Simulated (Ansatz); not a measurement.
Born–Oppenheimer molecular dynamics of GaH$_{5}$O (7 atoms, charge 0, multiplicity 1). It starts at the highest image of a converged band, a first-order saddle point between two minima.

Method: UKS PBE0-D4/def2-SVP in Ansatz.

* ensemble: NVE (velocity Verlet)
* time step: 0.5 fs
* steps asked: 200
* starting velocities drawn for: 300 K
* seed: 10232

First frame:

```xyz
7
Properties=species:S:1:pos:R:3
Ga -0.221 -0.741 0.228
O -0.471 1.037 -0.554
H -0.612 -1.854 -0.786
H -0.267 -0.720 1.789
H 0.792 0.625 -0.476
H 1.436 -0.094 -0.274
H -0.658 1.747 0.073
```

Q: How far do the bonds stretch over the last three quarters of this one trajectory? (Pairs bonded in most of those frames.)

A: 
```tsv
bond	mean (Å)	spread (Å)	shortest	longest
Ga1–O2	1.785	0.082	1.68	1.92
Ga1–H3	1.565	0.014	1.54	1.59
Ga1–H4	1.576	0.031	1.53	1.63
O2–H7	0.964	0.003	0.96	0.97
H5–H6	0.763	0.022	0.73	0.79
```

Mean temperature of the second half: 973 K. The conserved energy stayed within 0.08 meV per atom of its start (net change -0.061 meV per atom), so the integration is sound. The system heated up, since it started high on the potential surface and ran downhill. A run of 0.1 ps of so small a system gives no equilibrium averages. The orbitals stay closed-shell, which can raise the energy where a bond breaks towards radicals; this wasn't checked here.

Run time: 5.3 min on 2 threads of Arm Neoverse V1, on a shared host, peak memory 0.18 GiB.
